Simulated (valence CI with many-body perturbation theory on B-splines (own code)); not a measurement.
**In X: calculated level list**

Method: valence CI with perturbative core correlation (CI+MBPT): four valence electrons over a frozen Dirac-Fock core [Kr], a basis of 7 s, 7 p, 8 d, 6 f, 4 g, 1 h functions for each j, with the one-electron correlation potential Σ1, the two-electron term Σ2, the three-electron term Σ3, Breit, model QED; selected CI, second order for the rest, scaled by the run's own slope (own B-spline code, finite nucleus).

No measured levels were compared; by estimate terms of the open shell hold to 2 to 4 % of their energy, and close levels can change places. Excitations out of the core, of the other parity, are not computed and may begin above about 48.2 eV (a cautious bound); beyond it only levels of the ground parity were kept, without lifetimes.

Levels 46 to 72 of 72, with energies above the lowest level, 4d4 5D_0. "Leading %" is the weight of the configuration and term that name the level; weights of strongly mixed levels are sums over their largest components and can fall short. In the jj column 3d3/2^4 stands for four electrons in 3d with j = 3/2.

```tsv
No.	Configuration	Term	J	E (eV)	Leading %	Second component	Leading jj	g
46	4d3.5s	3P	1	55.592	44	26 % 4d3.5s 3D	4d3/2^2 4d5/2 5s (57 %)	1.134
47	4d3.5s	3G	3	55.596	87	9 % 4d3.5s 3F	4d3/2 4d5/2^2 5s (65 %)	0.793
48	4d3.5s	3G	4	55.662	58	13 % 4d3.5s 3H	4d3/2^2 4d5/2 5s (46 %)	1.054
49	4d3.5s	3G	5	55.719	45	36 % 4d3.5s 3H	4d3/2^2 4d5/2 5s (67 %)	1.135
50	4d3.5s	3P	0	55.723	99		4d3/2^2 4d5/2 5s (99 %)	
51	4d3.5s	3H	4	56.054	52	28 % 4d3.5s 1G	4d3/2 4d5/2^2 5s (51 %)	0.929
52	4d3.5s	3D	2	56.356	33	27 % 4d3.5s 3P	4d3/2 4d5/2^2 5s (74 %)	1.386
53	4d3.5s	3P	1	56.621	66	14 % 4d3.5s 3D	4d3/2 4d5/2^2 5s (74 %)	1.387
54	4d3.5s	3P	2	56.809	80	15 % 4d3.5s 3D	4d3/2 4d5/2^2 5s (68 %)	1.432
55	4d3.5s	3H	6	56.828	99		4d3/2 4d5/2^2 5s (99 %)	1.166
56	4d3.5s	3P	1	56.914	51	34 % 4d3.5s 3D	4d3/2 4d5/2^2 5s (86 %)	1.094
57	4d3.5s	3P	0	56.993	99		4d3/2 4d5/2^2 5s (99 %)	
58	4d3.5s	3H	5	57.023	63	30 % 4d3.5s 3G	4d3/2 4d5/2^2 5s (64 %)	1.089
59	4d3.5s	3D	3	57.321	94		4d3/2 4d5/2^2 5s (63 %)	1.333
60	4d3.5s	1G	4	57.529	50	26 % 4d3.5s 3H	4d5/2^3 5s (73 %)	0.976
61	4d3.5s	1H	5	57.622	84	14 % 4d3.5s 3G	4d3/2 4d5/2^2 5s (71 %)	1.030
62	4d3.5s	3D	2	57.748	40	35 % 4d3.5s 3P	4d5/2^3 5s (47 %)	1.253
63	4d3.5s	1D	2	58.238	60	30 % 4d3.5s 3P	4d5/2^3 5s (61 %)	1.161
64	4d3.5s	1P	1	58.448	57	23 % 4d3.5s 3P	4d5/2^3 5s (82 %)	1.024
65	4d3.5s	3F	4	58.673	96		4d3/2 4d5/2^2 5s (83 %)	1.243
66	4d3.5s	3F	3	58.698	95		4d3/2 4d5/2^2 5s (63 %)	1.088
67	4d3.5s	3F	2	58.755	93		4d3/2 4d5/2^2 5s (48 %)	0.692
68	4d3.5s	1F	3	59.414	94		4d3/2 4d5/2^2 5s (65 %)	1.010
69	4d3.5s	3D	3	62.200	91		4d5/2^3 5s (53 %)	1.318
70	4d3.5s	3D	1	62.204	98		4d3/2 4d5/2^2 5s (85 %)	0.501
71	4d3.5s	3D	2	62.205	94		4d3/2 4d5/2^2 5s (56 %)	1.157
72	4d3.5s	1D	2	62.929	95		4d3/2 4d5/2^2 5s (42 %)	0.998
```

Names give the largest LS component (configuration and term), which can be under half, so a name can repeat, a term be missing and a line seem to break the LS rules; names also repeat where a configuration has a term twice.

Where two levels of one J and parity lie close, their mixing, g and order are uncertain.
